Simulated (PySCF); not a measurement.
1,3-thiazole-2-carbaldehyde (C4H3NOS), SMILES O=Cc1nccs1. The structure is a stationary point at PBE-D3(BJ)/def2-SVP. The values are those of a single conformer.

All values below come from PBE-D3(BJ)/def2-SVP (PySCF).

Harmonic wavenumbers (cm⁻¹): 139, 166, 274, 467, 492, 617, 622, 669, 736, 769, 874, 880, 979, 1040, 1133, 1231, 1308, 1336, 1417, 1505, 1750, 2850, 3143, 3189. Rotational constants (GHz): 5.008, 1.946, 1.401; symmetry number 1.

Work out the zero-point energy and the ideal-gas rigid-rotor harmonic-oscillator thermochemistry at 298.15 K and 1 atm.

ZPE = ½ Σ hcν = ½ × 27587 cm⁻¹ = 165.01 kJ/mol. H − E(el) = 183.02 kJ/mol. Entropy in J/(mol K): translation 167.72, rotation 115.29, vibration 44.51, total 327.52. G − E(el) = 85.37 kJ/mol. Cp = 96.71 J/(mol K). Modes under 150 cm⁻¹ make the vibrational entropy uncertain.
